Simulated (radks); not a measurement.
Results of a calculation; reference values are marked as such.
Isoelectronic series with 14 electrons, each ion in its NIST ground configuration. Code: a radial shooting solver on a logarithmic mesh with Libxc functionals. Model: scalar-relativistic Kohn-Sham, LDA (Slater exchange, Perdew-Wang correlation), spin-polarised, spherical densities, finite nucleus; open shells are filled with parallel spins first; Fermi nuclear charge, rms radius of each element as measured or else 0.836 A^(1/3) + 0.57 fm. Total energies (hartree) and orbital eigenvalues (eV):

ion    configuration  E (hartree)      3p up    3s down      3s up    2p down
Si      [Ne] 3s2 3p2   -288.84546    -4.6147    -9.8959   -11.3776   -95.2345
Ca6+    [Ne] 3s2 3p2   -666.59932  -117.5361  -134.2148  -138.2010  -441.3923
V9+     [Ne] 3s2 3p2   -916.91152  -216.9275  -239.6852  -244.7990  -709.3192
Fe12+   [Ne] 3s2 3p2  -1208.54381  -344.1679  -373.3899  -379.6159  -1039.669
Cu15+   [Ne] 3s2 3p2  -1541.87874  -499.2109  -535.4241  -542.7577  -1432.537
Ge18+   [Ne] 3s2 3p2  -1917.36680  -682.1157  -726.0132  -734.4551  -1888.173
Br21+   [Ne] 3s2 3p2  -2335.52670  -893.0005  -945.4687  -955.0227  -2406.922

Estimate the row of Cl3+ ([Ne] 3s2 3p2).

Answer. E (hartree) -457.30271; 3p up -46.3004; 3s down -57.1684; 3s up -59.9841; 2p down -236.1431.
